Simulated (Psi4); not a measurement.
C6H11O (SMILES C[C](C)CC(C)=O), doublet, at a GFN2-xTB geometry. Base run: PBE/3-21G (Psi4).

Geometry (Å):
```xyz
18

C     -0.9751     1.5810    -0.9420
C     -0.9623     0.5352     0.1109
C     -1.9723    -0.5474     0.0906
C      0.1534     0.4227     1.0751
C      1.0035    -0.5616     0.2757
C      2.0730     0.0686    -0.5790
O      0.7751    -1.7548     0.2839
H     -1.9691     2.0288    -1.0078
H     -0.2566     2.3709    -0.7330
H     -0.7576     1.1639    -1.9318
H     -2.6218    -0.4728    -0.7778
H     -2.5893    -0.5297     0.9933
H     -1.4680    -1.5205     0.0795
H     -0.1618    -0.0332     2.0139
H      0.6742     1.3618     1.2493
H      1.6596     0.8587    -1.1999
H      2.5332    -0.6875    -1.2102
H      2.8344     0.5066     0.0655
```
Charge 0, spin multiplicity 2.
Orbitals are unrestricted.
All else is at Psi4's defaults (density fitting; Cartesian or spherical functions as each basis is defined).

Each row names what was changed in the base input (with any setting that the change needs).

| change | basis functions | E (Eh) | dipole (D) | core-seconds (rough) |
|---|---|---|---|---|
| base | 85 | -308.32475 | 2.46 | 30 |
| basis = STO-3G | 46 | -306.13975 | 1.61 | 20 |
| basis = pcseg-1 | 153 | -309.96873 | 2.78 | 50 |
| basis = cc-pVDZ | 153 | -310.03469 | 2.54 | 80 |
| basis = def2-SVP | 153 | ___ | ___ | 70 |
| basis = 6-31+G* | 155 | -310.03349 | 2.99 | 70 |
| basis = 6-31G** | 160 | -310.03464 | 2.65 | 60 |
| basis = 6-311G** | ___ | ___ | ___ | 80 |
| basis = 6-311++G** | ___ | ___ | ___ | 100 |
| basis = aug-cc-pVDZ | 260 | -310.06026 | 2.91 | 200 |
| basis = aug-pcseg-1 | 260 | -309.98421 | 2.90 | 200 |

Task: Some entries are withheld; supply them.

Result: 
- basis = def2-SVP, E (Eh): -309.79692
- basis = def2-SVP, dipole (D): 2.63
- basis = 6-311G**, basis functions: 192
- basis = 6-311G**, E (Eh): -310.10580
- basis = 6-311G**, dipole (D): 2.70
- basis = 6-311++G**, basis functions: 231
- basis = 6-311++G**, E (Eh): -310.11157
- basis = 6-311++G**, dipole (D): 2.98

Totals compare only among sets that treat the same electrons; sets with core potentials leave the core out.

Open shells are given as the SCF converged; they aren't shown to be the lowest states, and a large step between rows can be another state.
